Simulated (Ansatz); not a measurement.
The same path of H4O3Sn (8 atoms, charge 0, multiplicity 1) was run twice with different band settings. Lost on the way: Sn1–H2. Made: H2–O3.

Computed with RKS PBE/def2-SVP (Ansatz).

Relaxed end points:

```xyz
8
Properties=species:S:1:pos:R:3
Sn 0.026 -0.025 0.608
H -0.103 0.273 2.297
O 1.940 -0.519 0.265
H 2.135 -0.385 -0.684
O -0.501 1.558 -0.495
H -1.093 1.231 -1.203
O -1.179 -1.451 -0.136
H -0.790 -2.331 0.032
```

```xyz
8
Properties=species:S:1:pos:R:3
Sn -1.012 0.351 0.843
H 1.772 -0.444 1.586
O 1.432 -0.024 0.772
H 1.046 -0.789 0.219
O -0.972 1.600 -0.742
H -0.619 1.106 -1.510
O -0.423 -1.292 -0.372
H -0.789 -2.158 -0.111
```

Common settings: movable images 5; climbing image yes; spring 5.0 eV/Å²; optimiser quadratic models (default); start path through a guess of the saddle point; iteration limit 60; end points relaxed.

| run | force threshold |
| --- | --- |
| 1 | 0.03 eV/Å |
| 2 | 0.2 eV/Å |

(1) What does each run give, and how far can it be trusted?

Results:

(1) Run 1: converged after 18 iterations, highest image 1.491 eV above the first end. Neighbouring images differ by up to 2.0 eV, so the band resolves the path poorly. A vibrational analysis at the climbing image gives one clearly imaginary mode, 1004i cm⁻¹: a first-order saddle point.
Run 2: converged after 23 iterations, highest image 1.491 eV above the first end. The threshold of 0.2 eV/Å is loose, so the images may lie well off the minimum-energy path. Neighbouring images differ by up to 2.4 eV, so the band resolves the path poorly. Another band between the same ends (5 images) ends at a top of the same energy, where a vibrational analysis finds 1 clearly imaginary mode.
The orbitals stay closed-shell, which can raise the energy where a bond breaks towards radicals; this wasn't checked here.
